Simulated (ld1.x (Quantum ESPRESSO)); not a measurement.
## Before and after: TM potential for bismuth (Bi)

ld1.x (Quantum ESPRESSO) 7.5 input, shortened:

```
&input
   title='Bi', zed=83., rel=1, dft='PBESOL', iswitch=3,
   config='[Xe] 4f14 5d10 6s2 6p3'
 /
 &inputp
   pseudotype=2, tm=.true., lloc=0,
   nlcc=.true., new_core_ps=.true., rcore=1.45
 /
2
6P  2  1   3.00   0.00  2.70  2.70  0.0
6S  1  0   2.00   0.00  1.40  1.40  0.0
 &test
   configts(1)='6s2 6p3'
 /
```

Change: fully relativistic.

Cutoffs: the cutoffs (Ry, on a coarse ladder) from which the occupation-weighted sum of valence levels, in a spherical-Bessel basis at the reference potential, stays within 10 and 1 mRy of its value at 400 Ry; they do not see the model core or the augmentation charge, which bear on the density cutoff. Errors are all-electron minus pseudo energies relative to the spin-unpolarised reference configuration.

Q: Predict the effect on cutoff, ghosts and configuration errors.

A: The potential gets neither clearly harder nor softer (110 Ry and 180 Ry → 110 Ry and 180 Ry); a bound ghost appears in p, which as a rule spoils a file; of the 7 tests that both files solve, the error grows in 0 and shrinks in 2 by more than 15 % and 0.3 meV (median size 69.5 → 65.1 meV).

```csv
quantity,base,changed
"cutoff, loose",110 Ry,110 Ry
"cutoff, tight",180 Ry,180 Ry
loose cutoff by channel (10 mRy a level),"p 8 Ry, s 90 Ry","p 12 Ry, s 90 Ry"
bound ghosts,none,p1/2
"error for 6s2 6p2, meV [ΔE 7.95 → 8.10 eV]",-12,-9.4
"error for 6s2 6p1, meV [ΔE 23.24 → 23.56 eV]",-74,-68
"error for 6s2 6p0, meV [ΔE 46.60 → 47.14 eV]",-252,-245
"error for 6s2 6p2.5, meV [ΔE 3.11 → 3.18 eV]",-2.8,-1.6
"error for 6s1 6p0, meV [ΔE 92.07 → 92.61 eV]",-775,-768
"error for 6s1 6p3, meV [ΔE 18.81 → 18.72 eV]",-69,-65
"error for 6s1 6p4, meV [ΔE 10.12 → 9.89 eV]",-45,-41
s: phases at 2.97 bohr within 0.05 rad from the reference energy up to (Ry; the scan ends near 5),-0.1,-0.1
```

 A true bound ghost makes a file unfit for plane-wave use even where its test errors are small: the radial tests pick states by their node count and pass the ghost by.
